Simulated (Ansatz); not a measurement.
The cluster Na8P⁻. Total charge -1; singlet. Geometry PBE0-D4/def2-SVPD; atoms count from 1.

```xyz
9

P    -0.9546   -0.0530    0.5500
Na    0.9478   -4.8190    0.3377
Na   -1.3003    2.0904    2.0795
Na   -0.6146   -1.5744   -1.6678
Na   -0.2831    1.9876   -1.1204
Na    1.6919   -0.5772    0.4882
Na   -1.1350   -2.4274    1.7159
Na   -0.5788    5.3597    1.0686
Na    2.2266    0.0132   -3.4518
```

The restricted singlet is unstable towards broken spin symmetry in Hartree–Fock (as tested in another run); at PBE0-D4/def2-TZVPD this wasn't settled. Another isomer (singlet) lies 0.20 eV lower at PBE0-D4/def2-TZVPD; other spin states weren't run for this one.

Question: Estimate the Mulliken populations from the PBE0/def2-TZVPD orbitals of Ansatz.

Answer: 
| atom | charge (e) |
| --- | --- |
| P1 | -1.37 |
| Na2 | -0.37 |
| Na3 | 0.24 |
| Na4 | 0.28 |
| Na5 | 0.40 |
| Na6 | 0.22 |
| Na7 | 0.29 |
| Na8 | -0.35 |
| Na9 | -0.35 |
Mulliken values and Mayer orders depend strongly on the basis. With diffuse functions, as here, like atoms can get unlike values, and bond orders can come out too low or too high.

Question: And the Mayer bond orders between bonded heavy atoms (over 0.3)?

Answer: P1–Na3 0.57 (2.66 Å); P1–Na4 0.41 (2.71 Å); P1–Na5 0.35 (2.72 Å); P1–Na6 0.53 (2.70 Å); P1–Na7 0.49 (2.65 Å); Na2–Na7 0.41 (3.46 Å); Na3–Na8 0.44 (3.50 Å); Na4–Na9 0.33 (3.71 Å).
